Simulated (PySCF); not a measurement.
# How methods differ on the electron affinity of Ir

Ir⁻ [Xe] 4f14 5d8 6s2 (3F) → Ir [Xe] 4f14 5d7 6s2 (4F), as a difference of total energies. Calculation: PySCF 2.14, in x2c-TZVPPall with one added diffuse shell each of s, p, d, f type (12s8p8d4f1g, 113 functions); scalar relativity by spin-free X2C-1e. Correlated levels: valence: [Xe] 4f14 frozen. The calculations carry no spin-orbit coupling.

| method | electron affinity (eV) |
| --- | --- |
| UHF | 0.039 |
| MP2 (valence) | 1.563 |
| SCS-MP2 (valence) | 1.545 |
| CCSD (valence) | 1.448 |
| CCSD(T) (valence) | 1.632 |

Task: How much does correlation contribute at CCSD(T) (valence)?

Result: 1.632 − (0.039) = 1.593 eV, measured against UHF.

A first-order spin-orbit estimate (lowest level to lowest level, LS coupling) adds -0.058 eV.

Errors of the correlated levels include the incompleteness of this basis and the frozen core.

The coupled-cluster amplitudes are large for Ir⁻ (T1 above 0.03 or a double amplitude above 0.15), so a single reference is strained.

For comparison: 1.564 eV (measured; photodetachment measurements, as compiled on the Wikipedia data page of electron affinities).
